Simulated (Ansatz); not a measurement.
Consider the redistribution: `[SH][Ga]([Cl])[Cl]` + `C=CC1=C[SiH2]1` → `C=[CH][Ga]([Cl])[Cl]` + `SC1=C[SiH2]1`.

Isolated molecules relaxed with PBE0-D4/def2-TZVP in Ansatz; ΔE leaves out vibrations. CCSD(T)/CBS is the MP2 limit (def2-TZVPP, def2-QZVPP) plus CCSD(T) − MP2 in def2-TZVPP, frozen cores. DFT in def2-TZVPP. HSE06 is defined as in plane-wave codes. For Ga outer-core shells are correlated without core-valence functions, which leaves a few kJ/mol of doubt a bond. Scalar relativity is left out up to krypton. One conformer a species, not always the lowest.

| level | ΔE (kcal/mol) | difference from CCSD(T)/CBS |
| --- | --- | --- |
| LDA (SPW92) | 23.8 | 0.4 |
| BLYP-D4 | 22.9 | -0.5 |
| r2SCAN-D4 | 24.2 | 0.8 |
| HSE06-D4 | 24.2 | 0.8 |
| ωB97M-V | 23.3 | -0.1 |
| PBE | 23.2 | -0.2 |
| BLYP | 23.1 | -0.3 |
| r2SCANh | 24.4 | 1.0 |
| r2SCAN0 | 24.8 | 1.4 |
| BHLYP | 25.1 | 1.7 |
| RPA@PBE/def2-TZVPP | 22.4 | -1.0 |
| MP2/def2-SVP | 26.9 | 3.5 |
| CCSD/def2-SVP | 26.9 | 3.5 |
| SCS-MP2/def2-QZVPP | 23.3 | -0.1 |
| HF/CBS(def2) | 25.9 | 2.5 |
| MP2/CBS(def2) | 23.4 | 0.0 |
| CCSD(T)/CBS | 23.4 | 0 |

Largest T1 diagnostic among the species: 0.014.

From PBE to PBE0 (25 % exact exchange), in def2-TZVPP and without D4, ΔE moves by +1.0 kcal/mol. In def2-TZVPP, CCSD(T) changes the Hartree–Fock value by −2.4 kcal/mol (the triples alone add −0.2 kcal/mol) and MP2 by −2.4 kcal/mol.
